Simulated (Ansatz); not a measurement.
Program: Ansatz. Geometries: PBE0-D4/def2-TZVP. ΔE: electronic, gas phase. CBS: MP2 limit from def2 TZ/QZ plus the TZ coupled-cluster correction, frozen cores. This one scheme is used for every species. DFT in def2-TZVPP. HSE06 is defined as in plane-wave codes. def2 core potentials past Kr. For Sb outer-core shells are correlated without core-valence functions, which leaves a few kJ/mol of doubt a bond. One conformer a species, not always the lowest.

Reaction (hydrogenolysis of the Sb–F bond): `C[O][Sb]([F])[SiH3]` + H₂ → `C[O][SbH][SiH3]` + H–F

`C[O][Sb]([F])[SiH3]`:

Z-matrix (Å, degrees):
```
C
O 1 1.411
H 1 1.093 2 108.1
H 1 1.098 2 112.7 3 119.3
H 1 1.095 2 111.0 3 -118.9
Sb 2 1.952 1 119.7 3 -157.2
Si 6 2.601 2 88.9 1 -176.4
F 6 1.929 2 97.3 1 -83.7
H 7 1.483 6 108.6 2 48.3
H 7 1.487 6 109.4 2 168.8
H 7 1.488 6 109.1 2 -72.2
```

H₂:

Cartesian coordinates in Å:
```
H 0.195 0.172 0.267
H -0.195 -0.172 -0.267
```

`C[O][SbH][SiH3]`:

Z-matrix (Å, degrees):
```
C
O 1 1.405
H 1 1.099 2 112.0
H 1 1.099 2 112.8 3 122.2
H 1 1.094 2 107.9 3 -118.8
Sb 2 1.981 1 117.0 3 -69.0
Si 6 2.580 2 90.6 1 162.6
H 6 1.725 2 95.8 1 72.6
H 7 1.486 6 109.5 2 74.7
H 7 1.484 6 110.7 2 -46.4
H 7 1.489 6 108.4 2 -166.9
```

H–F:

```xyz
2

F    -0.424   -0.147    0.101
H     0.424    0.147   -0.101
```

```json
{"level": "BHLYP-D4", "ΔE (kJ/mol)": "38.0", "difference from CCSD(T)/CBS": "-0.5"}
{"level": "B2PLYP", "ΔE (kJ/mol)": "42.6", "difference from CCSD(T)/CBS": "4.1"}
{"level": "PBE0", "ΔE (kJ/mol)": "32.1", "difference from CCSD(T)/CBS": "-6.4"}
{"level": "HSE06", "ΔE (kJ/mol)": "31.6", "difference from CCSD(T)/CBS": "-6.9"}
{"level": "BHLYP", "ΔE (kJ/mol)": "36.6", "difference from CCSD(T)/CBS": "-1.9"}
{"level": "RPA@PBE/def2-TZVPP", "ΔE (kJ/mol)": "30.7", "difference from CCSD(T)/CBS": "-7.8"}
{"level": "HF/def2-SVP", "ΔE (kJ/mol)": "10.7", "difference from CCSD(T)/CBS": "-27.8"}
{"level": "MP2/def2-SVP", "ΔE (kJ/mol)": "25.4", "difference from CCSD(T)/CBS": "-13.1"}
{"level": "SCS-MP2/def2-TZVPP", "ΔE (kJ/mol)": "33.7", "difference from CCSD(T)/CBS": "-4.8"}
{"level": "HF/def2-QZVPP", "ΔE (kJ/mol)": "32.5", "difference from CCSD(T)/CBS": "-6.0"}
{"level": "CCSD(T)/CBS", "ΔE (kJ/mol)": "38.5", "difference from CCSD(T)/CBS": "0"}
```

Largest T1 diagnostic among the species: 0.015.

From PBE to PBE0 (25 % exact exchange), in def2-TZVPP and without D4, ΔE moves by −13.6 kJ/mol. Leaving LDA and LC-ωPBE aside and taking each functional with its dispersion term where it has one, the values, not all of them listed here, spread over 32.4 kJ/mol, from PBE-QIDH to BLYP-D4. LDA lies −10.1 kJ/mol from PBE without D4.

CCSD(T)/CBS has its own doubt, a few kJ/mol and more with outer-core shells, so smaller differences from it don't rank the levels.
